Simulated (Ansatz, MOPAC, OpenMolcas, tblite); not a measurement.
## CH3BF3Ge+ (SMILES [CH3][Ge+]([F])[B](F)F): methods side by side

The species is CH3BF3Ge+ (9 atoms), meant as a singlet with charge +1. As SMILES, `[CH3][Ge+]([F])[B](F)F`. The shape comes from GFN2-xTB, which is rough for such elements, and wasn't checked as a minimum.

```xyz
9

C    -1.8276   -0.2326   -0.0197
Ge    0.1280    0.2024   -0.0006
F     0.1652    1.9312   -0.0201
B     2.3031   -0.2807    0.0292
F     3.0840    0.7247    0.0871
F     2.6766   -1.5006   -0.0127
H    -2.0033   -1.3089   -0.0750
H    -2.2639    0.2806   -0.8851
H    -2.2622    0.1840    0.8971
```

Each level gives the HOMO–LUMO gap (eV). The values are calculated.

```
          level            kind     program  value (eV)
            AM1  semi-empirical       MOPAC        8.38
      IPEA1-xTB  semi-empirical      tblite        3.48
    HF/def2-SVP    Hartree–Fock  OpenMolcas       11.99
 SVWN5/def2-SVP             LDA  OpenMolcas        3.48
   PBE/def2-SVP             GGA      Ansatz        3.56
r2SCAN/def2-SVP        meta-GGA  OpenMolcas        3.99
 BHLYP/def2-SVP   global hybrid  OpenMolcas        7.77
B2PLYP/def2-SVP   double hybrid  OpenMolcas        8.00
```

All-electron rows without a relativistic Hamiltonian named are non-relativistic. The values span 3.48 to 11.99 eV. Orbital gaps aren't excitation energies, and those of double hybrids come from the SCF part alone; they tend to grow with the share of exact exchange.
